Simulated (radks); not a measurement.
Results of a calculation; reference values are marked as such.
Ionisation ladder of scandium, from Sc I to Sc XIII. Each ion is in the ground configuration listed by NIST, and IE = E(next ion) - E(this ion). Code: a radial shooting solver on a logarithmic mesh with Libxc functionals. Model: non-relativistic Kohn-Sham, PBE, spin-polarised, spherical densities, point nucleus; open shells are filled with parallel spins first.

Sc I: configuration [Ar] 3d1 4s2; E (hartree) -760.39089; IE, Delta-SCF (eV) 6.423; -e(HOMO) (eV) 3.651; HOMO 3d up; <r> HOMO (bohr) 1.82; IE, NIST (eV) 6.561; kind exp.; error (eV) -0.138
Sc II: configuration [Ar] 3d1 4s1; E (hartree) -760.15484; IE, Delta-SCF (eV) 13.073; -e(HOMO) (eV) 10.171; HOMO 4s up; <r> HOMO (bohr) 3.34; IE, NIST (eV) 12.800; kind exp.; error (eV) +0.273
Sc III: configuration [Ar] 3d1; E (hartree) -759.67442; IE, Delta-SCF (eV) 25.237; -e(HOMO) (eV) 18.422; HOMO 3d up; <r> HOMO (bohr) 1.56; IE, NIST (eV) 24.757; kind exp.; error (eV) +0.480
Sc IV: configuration [Ar]; E (hartree) -758.74697; IE, Delta-SCF (eV) 73.477; -e(HOMO) (eV) 64.573; HOMO 3p; <r> HOMO (bohr) 1.13; IE, NIST (eV) 73.489; kind exp.; error (eV) -0.013
Sc V: configuration [Ne] 3s2 3p5; E (hartree) -756.04675; IE, Delta-SCF (eV) 91.776; -e(HOMO) (eV) 82.514; HOMO 3p down; <r> HOMO (bohr) 1.09; IE, NIST (eV) 91.95; kind semi-emp.; error (eV) -0.174
Sc VI: configuration [Ne] 3s2 3p4; E (hartree) -752.67404; IE, Delta-SCF (eV) 110.57; -e(HOMO) (eV) 101.12; HOMO 3p down; <r> HOMO (bohr) 1.06; IE, NIST (eV) 110.68; kind semi-emp.; error (eV) -0.1
Sc VII: configuration [Ne] 3s2 3p3; E (hartree) -748.61069; IE, Delta-SCF (eV) 136.86; -e(HOMO) (eV) 126.32; HOMO 3p up; <r> HOMO (bohr) 1.02; IE, NIST (eV) 138.0; kind semi-emp.; error (eV) -1.1
Sc VIII: configuration [Ne] 3s2 3p2; E (hartree) -743.58115; IE, Delta-SCF (eV) 158.30; -e(HOMO) (eV) 147.50; HOMO 3p up; <r> HOMO (bohr) 0.991; IE, NIST (eV) 158.1; kind semi-emp.; error (eV) +0.2
Sc IX: configuration [Ne] 3s2 3p1; E (hartree) -737.76359; IE, Delta-SCF (eV) 180.02; -e(HOMO) (eV) 169.15; HOMO 3p up; <r> HOMO (bohr) 0.965; IE, NIST (eV) 180.0; kind exp.; error (eV) 0.0
Sc X: configuration [Ne] 3s2; E (hartree) -731.14785; IE, Delta-SCF (eV) 224.26; -e(HOMO) (eV) 213.65; HOMO 3s; <r> HOMO (bohr) 0.931; IE, NIST (eV) 225.18; kind semi-emp.; error (eV) -0.9
Sc XI: configuration [Ne] 3s1; E (hartree) -722.90639; IE, Delta-SCF (eV) 249.92; -e(HOMO) (eV) 239.04; HOMO 3s up; <r> HOMO (bohr) 0.912; IE, NIST (eV) 249.80; kind semi-emp.; error (eV) +0.1
Sc XII: configuration [Ne]; E (hartree) -713.72191; IE, Delta-SCF (eV) 686.55; -e(HOMO) (eV) 651.66; HOMO 2p; <r> HOMO (bohr) 0.302; IE, NIST (eV) 687.4; kind exp.; error (eV) -0.8
Sc XIII: configuration [He] 2s2 2p5; E (hartree) -688.49155; IE, Delta-SCF (eV) 757.27; -e(HOMO) (eV) 721.71; HOMO 2p down; <r> HOMO (bohr) 0.295; IE, NIST (eV) 758; kind semi-emp.; error (eV) -0.4

Reference values: NIST Atomic Spectra Database (exp. = measured, semi-emp. = semi-empirical, theory = theoretical value adopted there). Errors are taken from the NIST values before rounding. The ionisation energy per charge of the ion left behind rises most, in proportion, at Sc XII ([Ne]), from 22.720 to 57.213 eV. Against the entries that are not theoretical the mean signed error is 0.0 % and the largest +2.1 %. Open shells are spherical and high-spin; term and fine-structure splittings are not resolved.
